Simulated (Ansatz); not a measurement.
`BCBF` + H₂S → `FBS` + `BC` at 400 K and 1 bar (ligand exchange at a B–C bond).

Calculated with Ansatz (gas phase, PBE0-D4/def2-TZVP geometries, no zero-point term in ΔE). CCSD(T)/CBS adds triple-zeta CCSD(T) − MP2 to the extrapolated MP2 energy (def2 sets, frozen cores). This one scheme is used for every species. One conformer a species, not always the lowest.

| species | CCSD(T)/CBS energy (Eh) | H − E (kJ/mol) | S (J/(mol·K)) |
| --- | --- | --- | --- |
| `BCBF` | -190.47993 | 190.8 | 331.6 |
| H₂S | -398.97279 | 53.4 | 215.9 |
| `FBS` | -523.64132 | 84.4 | 285.7 |
| `BC` | -65.83255 | 164.9 | 265.6 |

H − E and S are ideal-gas, rigid-rotor, harmonic terms from PBE0-D4/def2-TZVP, for one conformer and one mirror image of each species. 1 Eh = 2625.50 kJ/mol, R = 8.31446 J/(mol·K).

Problem. By hand: ΔE, ΔH, ΔS and ΔG.

Solution. ΔE = (-523.64132) + (-65.83255) − (-190.47993) − (-398.97279) = -0.02115 Eh = -55.5 kJ/mol. Δ(H − E) = 84.4 + 164.9 − 190.8 − 53.4 = 5.1, so ΔH = -50.4 kJ/mol. ΔS = 285.7 + 265.6 − 331.6 − 215.9 = 3.8 J/(mol·K). ΔG = -50.4 − 400 × (3.8)/1000 = -51.9 kJ/mol.

Problem. By hand: the equilibrium constant, and the temperature at which ΔG would vanish if ΔH and ΔS stayed fixed.

Solution. log₁₀ K = −ΔG/(RT ln 10) = 6.8. ΔH and −TΔS have one sign here, so there is no such temperature.

The number of gas molecules stays the same, so ΔS is small and ΔH decides. A doubt of 5 kJ/mol in ΔE shifts log₁₀ K by 0.7 here. Other conformers and mirror images would add mixing entropy, several J/(mol·K) or more a flexible species. These are equilibria of isolated gas molecules and say nothing of rates. Largest T1 diagnostic: 0.014 (customary marks: 0.02 for closed shells, 0.045 for open ones).

ΔS is within the doubt of such terms, so its sign, and with it that verdict, could turn.
